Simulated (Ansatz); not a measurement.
Calculated with Ansatz (gas phase, PBE0-D4/def2-TZVP geometries, no zero-point term in ΔE). CBS: MP2 limit from def2 TZ/QZ plus the TZ coupled-cluster correction, frozen cores. DFT in def2-TZVPP. HSE06 is defined as in plane-wave codes. For Br, Ga outer-core shells are correlated without core-valence functions, which leaves a few kJ/mol of doubt a bond. Scalar relativity is left out up to krypton. Each species was taken in one conformer, which may not be the lowest.

`NB(N)F` + `[F][Ga]([Br])[Br]` → `NB(F)F` + `[NH2][Ga]([Br])[Br]`  (redistribution)

```csv
level,ΔE (kcal/mol),difference from CCSD(T)/CBS
LDA (SPW92),-5.4,1.1
r2SCAN0-D4,-5.2,1.3
HSE06-D4,-4.8,1.7
CAM-B3LYP-D4,-4.8,1.7
PBE,-3.6,2.9
revPBE,-3.2,3.3
LC-ωPBE,-4.3,2.2
HF/def2-TZVPP,-5.2,1.3
HF/CBS(def2),-4.7,1.8
CCSD/CBS(def2),-6.5,0.0
CCSD(T)/CBS,-6.5,0
```

Largest T1 diagnostic among the species: 0.011.

In def2-TZVPP, CCSD(T) changes the Hartree–Fock value by −0.9 kcal/mol (the triples alone add +0.0 kcal/mol) and MP2 by −1.0 kcal/mol. Leaving LDA and LC-ωPBE aside and taking each functional with its dispersion term where it has one, the values, not all of them listed here, spread over 2.0 kcal/mol, from PBE-QIDH to revPBE-D4. LDA lies −1.8 kcal/mol from PBE without D4. From BLYP to BHLYP (50 % exact exchange), in def2-TZVPP and without D4, ΔE moves by −1.5 kcal/mol.
